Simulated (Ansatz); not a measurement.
Stepwise reaction of `[OH][Al]([Cl])[Cl]` with hydrogen fluoride, as a gas-phase model of exchange steps in deposition or etching. ΔE in kJ/mol; ΔG adds harmonic PBE0-D4 terms to CCSD(T)/CBS, at 1 bar.

Isolated molecules relaxed with PBE0-D4/def2-TZVP in Ansatz; ΔE leaves out vibrations. CBS: MP2 limit from def2 TZ/QZ plus the TZ coupled-cluster correction, frozen cores. This one scheme is used for every species. Functionals use def2-TZVPP. B3LYP here is the variant with VWN-RPA as its local correlation; programs differ in this. One conformer a species, not always the lowest.

| step | reaction | PBE-D4 | B3LYP-D4 | ωB97M-V | CCSD(T)/CBS | ΔG(400 K) |
| --- | --- | --- | --- | --- | --- | --- |
| 1 | `[OH][Al]([Cl])[Cl]` + H–F → `[OH][Al]([F])[Cl]` + HCl | -17.5 | -23.4 | -20.7 | -19.2 | -24.7 |

Give the row of step 2, `[OH][Al]([F])[Cl]` + H–F → `[OH][Al]([F])[F]` + HCl. (An estimate is asked.)

Computed: 
```tsv
step	reaction	PBE-D4	B3LYP-D4	ωB97M-V	CCSD(T)/CBS	ΔG(400 K)
2	`[OH][Al]([F])[Cl]` + H–F → `[OH][Al]([F])[F]` + HCl	-16.6	-22.6	-19.8	-19.1	-24.6
```

By hand: ΔE of the 2 steps together at CCSD(T)/CBS.

(-19.2) + (-19.1) = -38.3 kJ/mol, or -19.1 kJ/mol a step.

In ΔE the steps differ by no more than 0.1 kJ/mol. All are downhill at CCSD(T)/CBS. ΔG lies between -24.7 and -24.6 kJ/mol a step. PBE-D4 differs from CCSD(T)/CBS by 1.7 to 2.5 kJ/mol a step. Isolated molecules leave out the surface, adducts and barriers. Largest T1 diagnostic: 0.013.
